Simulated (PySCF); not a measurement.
C3H12OSi2.

```xyz
18

C     -1.7379    -1.3108    -0.9306
Si    -1.3292     0.3923    -0.2283
C     -2.6879     0.9546     0.9531
C      0.3380     0.3490     0.6688
Si     1.7821    -0.3165    -0.3284
O      3.2671     0.0135     0.3721
H     -2.7228    -1.3081    -1.4253
H     -1.7633    -2.0691    -0.1304
H     -0.9896    -1.6325    -1.6728
H     -1.2268     1.3702    -1.3559
H     -3.6611     1.0134     0.4388
H     -2.7916     0.2492     1.7943
H     -2.4654     1.9497     1.3712
H      0.5820     1.3778     0.9900
H      0.2218    -0.2543     1.5880
H      1.5983    -1.7912    -0.5079
H      1.8363     0.3373    -1.6623
H      3.4314    -0.3672     1.2424
```

The structure is a stationary point at B3LYP-D3(BJ)/def2-SVP. The structure was generated by enumeration, and PubChem lists no compound with its InChIKey, so it may never have been made. The values are those of a single conformer.

Computed with KT2/pcSseg-1 run with PySCF. Non-relativistic, no solvent.

Computed absolute GIAO shielding of each atom: isotropic value and principal components (ppm):
| atom | σ(iso) | σ11 | σ22 | σ33 | span |
|---|---|---|---|---|---|
| C1 | 184.8 | 181.7 | 184.9 | 187.8 | 6.1 |
| Si2 | 380.9 | 350.0 | 392.3 | 400.3 | 50.3 |
| C3 | 183.0 | 176.8 | 182.5 | 189.5 | 12.8 |
| C4 | 177.7 | 158.9 | 183.9 | 190.4 | 31.5 |
| Si5 | 371.3 | 306.3 | 368.7 | 439.0 | 132.7 |
| O6 | 296.8 | 268.4 | 300.7 | 321.3 | 52.9 |
| H7 | 31.1 | 26.7 | 28.3 | 38.3 | 11.6 |
| H8 | 31.2 | 27.8 | 29.0 | 36.9 | 9.0 |
| H9 | 31.1 | 26.2 | 29.6 | 37.6 | 11.4 |
| H10 | 26.8 | 24.1 | 25.0 | 31.3 | 7.2 |
| H11 | 31.0 | 26.5 | 28.2 | 38.1 | 11.6 |
| H12 | 31.1 | 27.4 | 29.2 | 36.8 | 9.4 |
| H13 | 30.9 | 26.6 | 28.5 | 37.7 | 11.1 |
| H14 | 31.0 | 26.1 | 29.7 | 37.1 | 10.9 |
| H15 | 31.1 | 27.2 | 30.3 | 35.9 | 8.7 |
| H16 | 25.9 | 21.3 | 26.8 | 29.7 | 8.4 |
| H17 | 26.3 | 22.3 | 26.3 | 30.2 | 7.9 |
| H18 | 30.9 | 23.3 | 27.1 | 42.3 | 19.0 |
